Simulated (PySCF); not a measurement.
**How the method changes the constants of Pb2**

State: ³Σg⁻ (triplet), unpaired electrons π ↑↑. Set-up: Pb def2-SVP with ECP60; scalar-relativistic core potentials (PySCF 2.14). De refers to Pb + Pb in their high-spin ground configurations, without counterpoise correction. The functionals are run spin-unrestricted.

```csv
Level,Re (Å),ωe (cm⁻¹),De (eV),"CPU s a point (SCF and correlation, without the integrals)"
UHF,2.860,153,0.485,0.14
UHF-MP2,2.918,135,1.75,0.28
UHF-SCS-MP2,2.910,139,1.51,n/a
UHF-CCSD,2.917,138,1.59,n/a
UHF-CCSD(T),2.936,133,1.74,6.1
PBE,2.942,130,2.43,0.63
TPSS,2.927,132,2.36,0.96
r²SCAN,2.907,137,2.14,1
r²SCANh,2.893,140,2.07,1
PBE0,2.891,141,2.14,0.99
M06,2.960,131,2.90,0.95
HSE06,2.904,138,2.24,1.1
```

The bond length runs from 2.860 Å (UHF) to 2.960 Å (M06). De spans 0.49 eV (UHF, mean field) to 2.90 eV (M06, hybrid meta-GGA). Correlation at CCSD(T) changes the Hartree–Fock bond energy by +1.25 eV; the triples alone change it by +0.15 eV.

Correlated steps freeze 8 core orbitals. Correlated levels converge slowly with the basis: in double zeta they bind strong bonds too weakly, by up to about 1 eV, and carry superposition errors of some tenths. Spin–orbit coupling is left out, which matters for elements this heavy, above all for dissociation energies. The state was picked by a PBE0 search and need not be the measured ground state.

The whole job (state search and all levels along the bond) took about 3 min on 1 thread of Arm Neoverse V1 (shared host), peak memory 0.64 GiB.
